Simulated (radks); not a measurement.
Task: These are the eigenvalues of the occupied orbitals of an atom or ion with whole-number occupations (eV). Calculated with a radial shooting solver on a logarithmic mesh with Libxc functionals: non-relativistic Kohn-Sham, LDA (Slater exchange, Perdew-Wang correlation), spin-unpolarised, spherical densities, point nucleus.

1s: -66684.67
2s: -15588.75
2p: -15340.44

Which element is it, and in what charge state? The configuration may be excited.

Result: Z = 72, hafnium, charge +65: Hf65+ in [He] 2s2 2p3. The list shows which subshells hold electrons but not how many an open one holds; the 1s level, -2450.6 hartree, gives Z - s = 70.0 by -(Z - s)^2/2, which with screening narrows Z to a few neighbours, and the depths of the outer levels then fix element, charge and occupations together.
